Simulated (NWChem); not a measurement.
Species: vinylidene fluoride (C2H2F2); SMILES C=C(F)F

Program: NWChem. Medium grid unless said otherwise, to which SCAN and Minnesota functionals are sensitive. The geometry was optimised at B3LYP/6-31G* (spherical d). Computed dipoles belong to the equilibrium geometry; the measured one is vibrationally averaged.

Measured dipole moment: 1.38 D (NIST CCCBDB, as tabulated in the package chemicals).

Question: Which of these levels lies farthest from the measured value, and how do the others fare: N12/def2-TZVP; HCTH/407/def2-TZVP; LDA (Slater exchange, VWN5)/def2-TZVP; TPSS/def2-TZVP; M05-2X/def2-TZVP; B3LYP/def2-TZVP; PBE/def2-TZVP; r2SCAN/def2-TZVP; B3PW91/def2-TZVP; KT2/def2-TZVP; PBE0/def2-TZVP?

Answer: PBE/def2-TZVP.
```
level                                  dipole moment (D)  computed − measured
-------------------------------------  -----------------  -------------------
B3LYP/def2-TZVP                                     1.26                -0.12
PBE/def2-TZVP                                       1.07                -0.31
N12/def2-TZVP                                       1.33                -0.05
M05-2X/def2-TZVP                                    1.40                +0.02
PBE0/def2-TZVP                                      1.24                -0.14
r2SCAN/def2-TZVP                                    1.13                -0.25
LDA (Slater exchange, VWN5)/def2-TZVP               1.16                -0.22
TPSS/def2-TZVP                                      1.14                -0.24
B3PW91/def2-TZVP                                    1.23                -0.15
KT2/def2-TZVP                                       1.11                -0.27
HCTH/407/def2-TZVP                                  1.12                -0.26
```
